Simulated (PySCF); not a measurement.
## Ta²⁺ (tantalum, charge +2) across methods

[Xe] 4f14 5d3, high-spin 4F determinant. Computed with PySCF 2.14 in aug-cc-pVDZ-PP with ECP60MDF, with a scalar-relativistic core potential.

| method | E (hartree) | mean ε 5p α (eV) | mean ε 5p β (eV) | mean ε 5d α (eV) | Σ⟨r²⟩ (bohr²) | ⟨S²⟩ |
| --- | --- | --- | --- | --- | --- | --- |
| LDA | -56.2897 | -55.053 | -53.316 | -19.415 | 28.59 | 3.750 |
| UHF | -56.00772 | -65.376 | -60.726 | -24.054 | 28.12 | 3.754 |
| PBEsol | -56.3649 | -54.969 | -53.197 | -19.372 | 28.42 | 3.751 |
| r2SCANh | -56.4778 | -57.208 | -54.730 | -20.183 | 28.08 | 3.752 |
| r2SCAN | -56.4920 | -56.250 | -53.970 | -19.676 | 28.11 | 3.752 |
| wB97X | -56.4687 | -60.235 | -58.018 | -22.793 | 27.97 | 3.751 |
| PBE0 | -56.4563 | -57.885 | -55.453 | -20.741 | 28.19 | 3.751 |
| PBE | -56.4771 | -55.100 | -53.317 | -19.427 | 28.35 | 3.751 |
| BLYP | -56.4452 | -54.992 | -53.298 | -19.216 | 28.42 | 3.750 |

Energies and moments cover only the electrons outside the core potential. Spin-orbit coupling, absent here, splits the open shell strongly.
